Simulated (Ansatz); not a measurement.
Relaxation of C₂H₆BrGa (10 atoms, charge 0, multiplicity 1), to a largest force component of 0.02 eV/Å in at most 40 steps.

All numbers below come from Ansatz, RKS B3LYP-D4/def2-SVP.

```xyz
10
Properties=species:S:1:pos:R:3
C -0.087 1.481 0.559
Ga -1.005 -0.127 0.002
C 0.256 -1.416 -0.720
Br 1.235 -2.161 0.842
H -0.714 2.414 0.832
H 0.456 1.175 1.410
H 0.578 1.795 -0.279
H -1.532 -0.148 -0.077
H -0.134 -2.217 -1.282
H 1.031 -0.848 -1.283
```

Task: Where does it end, and by what steps?

Result: It converged. After 11 steps the energy has fallen by 62.218 eV; H8 moved furthest, 0.91 Å. The start is strongly strained (largest force component 328 eV/Å).

| step | energy less start (eV) | largest force component (eV/Å) | accepted |
| --- | --- | --- | --- |
| 0 | 0.0000 | 327.829 | yes |
| 1 | -52.0427 | 47.511 | yes |
| 2 | -56.8294 | 28.984 | yes |
| 3 | -60.3710 | 11.873 | yes |
| 4 | -61.8584 | 3.344 | yes |
| 5 | -61.9470 | 2.626 | yes |
| 6 | -62.1725 | 0.460 | yes |
| 7 | -62.0817 | 0.769 | no |
| 8 | -62.2083 | 0.137 | yes |
| 9 | -62.2167 | 0.114 | yes |
| 10 | -62.2179 | 0.028 | yes |
| 11 | -62.2180 | 0.005 | yes |

```xyz
10
Properties=species:S:1:pos:R:3
C 0.011 1.638 0.560
Ga -0.792 -0.078 -0.001
C 0.386 -1.423 -0.890
Br 0.992 -2.267 0.828
H -0.749 2.423 0.689
H 0.515 1.495 1.531
H 0.768 1.984 -0.160
H -2.270 -0.522 0.295
H -0.080 -2.231 -1.466
H 1.300 -1.071 -1.384
```

Whether the end is a true minimum wasn't checked by a vibrational analysis.

The run took 67 s on 2 threads of Arm Neoverse N1, with other jobs on the host, peak memory 0.3 GiB.
